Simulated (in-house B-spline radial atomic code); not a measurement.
How G0W0 and RPA depend on the start: the copper ion Cu¹¹⁺

Configuration [Ne] 3s2 3p6. Computed with an all-electron radial atomic-structure program (B-spline basis): all electrons, non-relativistic, point nucleus, each spin shell either full or empty, empty states to l = 9 with an (l + 1/2)⁻⁴ tail; G0W0 by contour deformation at full frequency.

```tsv
start	mean-field 3p (eV)	G0W0 (eV)	QP weight	RPA correlation (Eh)
Hartree-Fock	-367.03	-367.82	0.980	-1.1899
PBE	-350.47	-367.29	0.965	-1.3294
BLYP	-350.30	?	?	?
PBEsol	-350.24	-367.33	0.965	-1.3301
HSE06	-354.56	?	?	?
```

Problem. What G0W0 level, weight and RPA correlation energy follow from the HSE06 start?

Solution. G0W0 level -367.46 eV, weight 0.970, RPA correlation -1.2908 hartree.

Problem. What G0W0 level, weight and RPA correlation energy follow from the BLYP start?

Solution. G0W0 level -367.28 eV, weight 0.965, RPA correlation -1.3301 hartree.

Problem. How much of the dependence on the start does G0W0 remove?

Solution. The mean-field levels span 16.8 eV and the G0W0 levels 0.54 eV. Against 367 ± 0.9 eV (NIST, semi-empirical) the G0W0 removal energies are off by +0.28 to +0.82 eV, with relativity, Breit and QED terms left out.
